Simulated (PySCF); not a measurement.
A run for PySCF: R-HF/3-21G on CH5NO (a complex), monomers drawn apart or pushed together.

```python
from pyscf import gto, scf, dft, mp
from pyscf.data.elements import chemcore

mol = gto.M(
    atom='''
    H    -0.31464169   -0.21504588    0.47386967
    H     0.00558872   -0.00639791   -0.16753557
    N     0.95911379    0.68298091    3.04528787
    C    -0.11553749   -0.02997567    3.46154950
    O    -0.90695274   -0.58268393    2.73125618
    H     1.13912905    0.77922482    2.05898410
    H     1.58007736    1.11983619    3.70286596
    H    -0.20171059   -0.05883535    4.56309816
    ''',
    basis='3-21g',
    charge=0, spin=0, verbose=3, max_memory=1800)
mf = scf.RHF(mol)
mf.conv_tol = 1e-8
mf.max_cycle = 100
mf.kernel()
if not mf.converged:
    mf = mf.newton().run(mf.mo_coeff, mf.mo_occ)
```

**Question.** Give the final energy of this run.

**Answer.** -169.1103 hartree.
